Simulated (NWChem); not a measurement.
C2H7O cation; SMILES CC[OH2+]

```xyz
10

C      0.2800    -1.2776     0.0000
C     -0.6073    -0.0758     0.0000
O      0.1964     1.2190     0.0000
H     -0.3734    -2.1651     0.0000
H      0.9072    -1.3419    -0.9018
H      0.9072    -1.3419     0.9018
H     -1.2308     0.0392     0.8957
H     -1.2308     0.0392    -0.8957
H      0.7484     1.3517    -0.7956
H      0.7484     1.3517     0.7956
```
Atoms are numbered in this order, from 1.

Computed with NWChem. Pople sets run with spherical d functions. Coordinates come from a PBE0/def2-SVP optimisation. B3LYP is NWChem's, with the RPA form of VWN correlation. Atomic charges in e: unrestrained fits to the electrostatic potential beside Mulliken populations; buried atoms are poorly determined by the fit.

For level Hartree-Fock/6-31G*:

```yaml
Mulliken C1: -0.57
ESP C2: 0.41
Mulliken C2: -0.07
ESP O3: -0.59
Mulliken O3: -0.78
```

Problem. How do the values read with level B3LYP/def2-SVP instead?

Solution. 
| Property | Value |
|---|---|
| Mulliken C1 | -0.06 |
| ESP C2 | 0.30 |
| Mulliken C2 | 0.10 |
| ESP O3 | -0.47 |
| Mulliken O3 | -0.07 |
